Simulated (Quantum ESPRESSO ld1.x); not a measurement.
Problem. These are the eigenvalues of the occupied orbitals of an atom or ion with whole-number occupations (Ry). All-electron calculation, scalar-relativistic Kohn-Sham, relativistic LDA (MacDonald-Vosko exchange, VWN5 correlation), spin-unpolarised, spherical densities, point nucleus. Program: ld1.x of Quantum ESPRESSO 7.5.

orbital  eigenvalue
1s         -5539.79
2s         -1086.54
2p         -966.546
3s         -359.280
3p         -323.834
3d         -285.327
4s         -168.891
4p         -155.580

Which element is it, and in what charge state? The configuration may be excited.

Solution. Z = 76, osmium, charge +42: Os42+ in [Ar] 3d10 4s2 4p4. The list shows which subshells hold electrons but not how many an open one holds; the 1s level, -2769.9 hartree, gives Z - s = 74.4 by -(Z - s)^2/2, which with screening and relativity narrows Z to a few neighbours, and the depths of the outer levels then fix element, charge and occupations together.
